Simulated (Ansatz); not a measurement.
BH₃ + `CC#N` → `[BH3-][N+]#CC` at 700 K and 1 bar (adduct formation).

Isolated molecules relaxed with PBE0-D4/def2-TZVP in Ansatz; ΔE leaves out vibrations. CCSD(T)/CBS is extrapolated from def2-TZVPP and def2-QZVPP, frozen cores.

```json
{"species": "BH₃", "CCSD(T)/CBS energy (Eh)": "-26.54905", "H − E (kJ/mol)": "96.5", "S (J/(mol·K))": "225.0"}
{"species": "`CC#N`", "CCSD(T)/CBS energy (Eh)": "-132.58830", "H − E (kJ/mol)": "158.4", "S (J/(mol·K))": "298.4"}
{"species": "`[BH3-][N+]#CC`", "CCSD(T)/CBS energy (Eh)": "-159.17152", "H − E (kJ/mol)": "268.1", "S (J/(mol·K))": "401.3"}
```

H − E and S are ideal-gas, rigid-rotor, harmonic terms from PBE0-D4/def2-TZVP. 1 Eh = 2625.50 kJ/mol, R = 8.31446 J/(mol·K).

Q: By hand: ΔE, ΔH, ΔS and ΔG.

A: ΔE = (-159.17152) − (-26.54905) − (-132.58830) = -0.03417 Eh = -89.7 kJ/mol. Δ(H − E) = 268.1 − 96.5 − 158.4 = 13.2, so ΔH = -76.5 kJ/mol. ΔS = 401.3 − 225.0 − 298.4 = -122.1 J/(mol·K). ΔG = -76.5 − 700 × (-122.1)/1000 = 9.0 kJ/mol.

Q: By hand: the equilibrium constant, and the temperature at which ΔG would vanish if ΔH and ΔS stayed fixed.

A: log₁₀ K = −ΔG/(RT ln 10) = -0.7. ΔG = 0 at ΔH/ΔS = 627 K.

The number of gas molecules changes by -1, which sets the sign of ΔS. A doubt of 5 kJ/mol in ΔE shifts log₁₀ K by 0.4 here. Modes under 60 cm⁻¹, often nearly free rotors, make the harmonic entropy too high. These are equilibria of isolated gas molecules and say nothing of rates. Largest T1 diagnostic: 0.013 (customary marks: 0.02 for closed shells, 0.045 for open ones).
